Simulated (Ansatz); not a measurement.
`BC=C=O` and `O=C=CF` differ in one atom or group.

Ansatz, PBE0-D4/def2-TZVP geometries, multiplicity 1. 

```tsv
property	`BC=C=O`
LUMO energy (B3LYP/def2-TZVPP) / eV	-1.59
HOMO energy (PBE0/def2-TZVPP) / eV	-7.99
size of the dipole moment (ωB97M-V/def2-TZVPP) / D	1.22
HOMO energy (ωB97M-V/def2-TZVPP) / eV	-10.15
HOMO–LUMO gap (ωB97M-V/def2-TZVPP) / eV	10.75
LUMO energy (PBE0/def2-TZVPP) / eV	-1.37
```

(1) What does the change do to each property? (Estimate.)

## Answers

(1) The calculation gave: 
```json
{"property": "LUMO energy (B3LYP/def2-TZVPP) / eV", "`O=C=CF`": "-2.39", "shift": "-0.80"}
{"property": "HOMO energy (PBE0/def2-TZVPP) / eV", "`O=C=CF`": "-6.99", "shift": "1.00"}
{"property": "size of the dipole moment (ωB97M-V/def2-TZVPP) / D", "`O=C=CF`": "1.31", "shift": "0.09"}
{"property": "HOMO energy (ωB97M-V/def2-TZVPP) / eV", "`O=C=CF`": "-9.23", "shift": "0.92"}
{"property": "HOMO–LUMO gap (ωB97M-V/def2-TZVPP) / eV", "`O=C=CF`": "9.49", "shift": "-1.26"}
{"property": "LUMO energy (PBE0/def2-TZVPP) / eV", "`O=C=CF`": "-2.11", "shift": "-0.74"}
```

With PBE0 the HOMO rises by 1.00 eV and the LUMO falls by 0.74 eV, so the gap narrows by about 1.74 eV. PBE moves the HOMO by 1.25 eV and ωB97M-V by 0.92 eV. The zero-point energy changes by -51.2 kJ/mol with -6 modes. Dipoles are sizes alone; their direction can turn.

B3LYP here is the variant with VWN-RPA as its local correlation; programs differ in this.
